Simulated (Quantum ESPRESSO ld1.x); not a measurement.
Values are calculated unless marked as measured or tabulated.
Ionisation ladder of antimony, from Sb44+ to Sb50+. Each ion is in the ground configuration listed by NIST, and IE = E(next ion) - E(this ion), with E = 0 for the bare nucleus. Code: ld1.x of Quantum ESPRESSO 7.5. Model: Dirac Kohn-Sham, LDA (Slater exchange, Perdew-Zunger correlation), spin-unpolarised, spherical densities, point nucleus; open shells are shared between the two j in proportion to 2j + 1.

\begin{tabular}{lrrrrrr}
species & configuration & IE, Delta-SCF (eV) & <r> HOMO (bohr) & IE, NIST (eV) & kind & error (eV) \\ \hline
Sb44+ & [He] 2s2 2p3 & 7488.1 & 0.103 & 7390 & theory & +98.1 \\
Sb45+ & [He] 2s2 2p2 & 7716.5 & 0.102 & 7887 & theory & -170.5 \\
Sb46+ & [He] 2s2 2p1 & 7945.2 & 0.102 & 8140 & theory & -194.8 \\
Sb47+ & [He] 2s2 & 8476.1 & 0.115 & 8455 & theory & +21.1 \\
Sb48+ & [He] 2s1 & 8658.6 & 0.115 & 8669.5 & theory & -10.9 \\
Sb49+ & [He] & 35817 & 0.0283 & 35710.0 & theory & +106.6 \\
Sb50+ & 1s1 & 36566 & 0.0281 & 36668.2 & theory & -102.7 \\
\end{tabular}

Reference values: NIST Atomic Spectra Database (exp. = measured, semi-emp. = semi-empirical, theory = theoretical value adopted there). The ionisation energy per charge of the ion left behind rises most, in proportion, at Sb49+ ([He]), from 176.71 to 716.33 eV. Spin polarisation and multiplet splitting are left out, so open shells lie too high by an amount that depends on their filling. Sharing an open shell by 2j + 1 raises it above the true ground level by a part of the spin-orbit splitting, which enters the differences from NIST. Nuclear size, the Breit interaction and QED, all absent here, shift the 1s and 2s values of heavy ions.

Beside tabulated values, note that spin-unpolarised runs miss the spin-polarisation part of the exchange energy of open shells.
